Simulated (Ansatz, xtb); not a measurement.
# Two isomers of C4H3FN2O2

We compare I, `O=C(O)c1cc(F)n[nH]1`, a singlet, with II, `O=C(O)c1cc(F)[nH]n1`, a singlet. Both are isolated molecules in the gas phase, relaxed with B3LYP/def2-SVP; the shapes shown needn't be the lowest conformers.

I (Å):

| atom | x (Å) | y (Å) | z (Å) |
| --- | --- | --- | --- |
| C | -1.3558 | -1.5514 | 0.9042 |
| C | -0.4690 | -0.4282 | 1.2437 |
| C | 0.2247 | 0.5156 | 0.4913 |
| C | 0.8710 | 1.2868 | 1.4771 |
| F | 1.6638 | 2.3237 | 1.2688 |
| N | 0.6187 | 0.8819 | 2.7115 |
| N | -0.1961 | -0.1596 | 2.5490 |
| O | -1.8690 | -2.2672 | 1.7348 |
| O | -1.5316 | -1.6938 | -0.4185 |
| H | -2.1260 | -2.4531 | -0.5458 |
| H | 0.2545 | 0.6235 | -0.5885 |
| H | -0.5571 | -0.6767 | 3.3447 |

II (Å):

```xyz
12

C    -1.3296   -1.7174    0.5774
C    -0.5765   -0.6319    1.2537
C     0.1245    0.4505    0.6471
C     0.6234    1.1327    1.7304
F     1.3586    2.2258    1.8181
N     0.2309    0.4808    2.8562
N    -0.5044   -0.6017    2.5848
O    -1.9127   -2.6195    1.1211
O    -1.2841   -1.5720   -0.7669
H    -1.7936   -2.3112   -1.1395
H     0.2379    0.6812   -0.4070
H     0.4394    0.7363    3.8158
```

Quicker runs give these differences E(II) − E(I): GFN2-xTB +0.199 eV; HF/STO-3G +0.029 eV (at GFN2-xTB geometries); r2SCAN-D4/def2-SVP +0.307 eV (at GFN2-xTB geometries).

Question: Estimate E(II) − E(I) at the level CCSD(T)/def2-SVP + ΔMP2/def2-TZVPP.

Answer: Calculated at CCSD(T)/def2-SVP + ΔMP2/def2-TZVPP: E(II) − E(I) = +0.270 eV, so structure I lies lower.

Level by level:

```json
{"level": "GFN2-xTB", "geometry": "GFN2-xTB", "E(II) − E(I) (eV)": "+0.199", "departure from the last row (eV)": "−0.070", "job, with rough time for the two": "optimisation, 0.44 s"}
{"level": "HF/STO-3G", "geometry": "GFN2-xTB", "E(II) − E(I) (eV)": "+0.029", "departure from the last row (eV)": "−0.241", "job, with rough time for the two": "single point, 1.6 s"}
{"level": "r2SCAN-D4/def2-SVP", "geometry": "GFN2-xTB", "E(II) − E(I) (eV)": "+0.307", "departure from the last row (eV)": "+0.037", "job, with rough time for the two": "single point, 8.7 s"}
{"level": "B3LYP/def2-SVP", "geometry": "B3LYP/def2-SVP", "E(II) − E(I) (eV)": "+0.282", "departure from the last row (eV)": "+0.013", "job, with rough time for the two": "optimisation, 89 s"}
{"level": "HF/def2-SVP", "geometry": "B3LYP/def2-SVP", "E(II) − E(I) (eV)": "+0.249", "departure from the last row (eV)": "−0.021", "job, with rough time for the two": "part of the CCSD(T) run"}
{"level": "MP2/def2-SVP", "geometry": "B3LYP/def2-SVP", "E(II) − E(I) (eV)": "+0.278", "departure from the last row (eV)": "+0.008", "job, with rough time for the two": "part of the CCSD(T) run"}
{"level": "CCSD(T)/def2-SVP", "geometry": "B3LYP/def2-SVP", "E(II) − E(I) (eV)": "+0.253", "departure from the last row (eV)": "−0.016", "job, with rough time for the two": "single point"}
{"level": "CCSD(T)/def2-SVP + ΔMP2/def2-TZVPP", "geometry": "B3LYP/def2-SVP", "E(II) − E(I) (eV)": "+0.270", "departure from the last row (eV)": "", "job, with rough time for the two": "single point, 5.2 min"}
```

As drawn, both hold the same kinds of bond in the same numbers.

The levels shown agree on the order. The largest departure from CCSD(T)/def2-SVP + ΔMP2/def2-TZVPP is that of HF/STO-3G, 0.241 eV. The last row adds to CCSD(T) the change of the MP2 difference between the two basis sets, here +0.016 eV.

With thermal terms from frequencies at re-optimised GFN2-xTB minima (ideal gas, soft modes damped towards free rotors, one conformer each, 298.15 K, 1 atm): the zero-point term adds −0.004 eV; ΔH is +0.268 and ΔG +0.265 eV.

The correlated steps freeze 9 core orbitals. Codes used: Ansatz 0.2.0, xtb 6.7.1; the last row on 2 threads of AMD EPYC (Zen 3) on a shared host.
